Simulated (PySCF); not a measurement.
**Radial density of Li⁻ (lithium, charge -1)**

UHF, [He] 2s2, closed-shell 1S. Computed with PySCF 2.14 in dyall-av2z (11s7p, 32 functions), with no relativity, point nucleus.

```json
{"r (bohr)": "0.00782", "4πr²ρ (e/bohr)": "0.01011"}
{"r (bohr)": "0.0132", "4πr²ρ (e/bohr)": "0.02779"}
{"r (bohr)": "0.0221", "4πr²ρ (e/bohr)": "0.07433"}
{"r (bohr)": "0.0372", "4πr²ρ (e/bohr)": "0.1925"}
{"r (bohr)": "0.0626", "4πr²ρ (e/bohr)": "0.4681"}
{"r (bohr)": "0.105", "4πr²ρ (e/bohr)": "1.031"}
{"r (bohr)": "0.177", "4πr²ρ (e/bohr)": "1.922"}
{"r (bohr)": "0.298", "4πr²ρ (e/bohr)": "2.743"}
{"r (bohr)": "0.501", "4πr²ρ (e/bohr)": "2.550"}
{"r (bohr)": "0.843", "4πr²ρ (e/bohr)": "1.197"}
{"r (bohr)": "1.42", "4πr²ρ (e/bohr)": "0.2464"}
{"r (bohr)": "2.38", "4πr²ρ (e/bohr)": "0.2483"}
{"r (bohr)": "4.01", "4πr²ρ (e/bohr)": "0.3379"}
{"r (bohr)": "6.75", "4πr²ρ (e/bohr)": "0.1868"}
{"r (bohr)": "11.3", "4πr²ρ (e/bohr)": "0.04342"}
{"r (bohr)": "19.1", "4πr²ρ (e/bohr)": "0.002471"}
```
